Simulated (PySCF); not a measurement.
Species: C₁₀H₁₅N.
SMILES: `CCN(CC)C1=CC=CC=C1`

Torsions of this conformer, `[CH3:1][CH2:2][N:3]([CH2:4][CH3:5])[c:6]1[cH:7][cH:8][cH:9][cH:10][cH:11]1`: C1–C2–N3–C4 91°, C2–N3–C4–C5 93°, C2–N3–C6–C7 5°.

The closed-shell ground state was solved at several levels (PySCF, density fitting, gas phase, non-relativistic). Geometry: PBE0-D3(BJ)/def2-SVP, one conformer, isolated molecule.

| level | basis functions | HOMO (eV) | LUMO (eV) | gap (eV) | dipole (D) |
| --- | --- | --- | --- | --- | --- |
| PBE0/pcSseg-1 | 262 | -5.41 | 0.07 | 5.48 | 2.17 |
| B3LYP/pcJ-1 | 447 | -5.20 | -0.10 | 5.10 | 2.12 |

Estimate the row for CAM-B3LYP/def2-SVPD, a basis of 340 functions; the other rows only guide the guess.

HOMO -6.58 eV, LUMO 1.07 eV, gap 7.65 eV, dipole 2.09 D.

Over all these levels, which gives the widest orbital gap and which the narrowest?

CAM-B3LYP/def2-SVPD (range-separated hybrid) has the widest, 7.65 eV, and B3LYP/pcJ-1 (global hybrid, 20 % exact exchange) the narrowest, 5.10 eV. Functional and basis both differ between the two, so the spread mixes both effects.

How far do the dipole and the HOMO energy spread over the levels?

The dipole runs from 2.09 to 2.17 D (mean 2.13 D) and the HOMO from -6.58 to -5.20 eV.
